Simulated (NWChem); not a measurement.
ZrH4O2; SMILES [ZrH2]([OH])[OH]

```xyz
7

Zr     0.0000     0.0000    -0.2864
O      1.6200    -0.0044     0.7121
H      2.3078     0.0469     1.3760
O     -1.6200     0.0044     0.7121
H     -2.3078    -0.0469     1.3760
H     -0.0030    -1.5387    -1.3454
H      0.0030     1.5387    -1.3454
```
Atoms are numbered in this order, from 1.

All runs: NWChem. Coordinates come from a PBE0/def2-SVP optimisation. def2 effective core potentials on Zr; no spin-orbit coupling.

### Question
Predict the results for B3LYP/def2-SVP. Quantities: highest occupied level (eV); orbital gap (eV); dipole (D).

### Answer
```
Property                     Value
---------------------------  -----
highest occupied level (eV)  -7.32
orbital gap (eV)              5.83
dipole (D)                    3.48
```
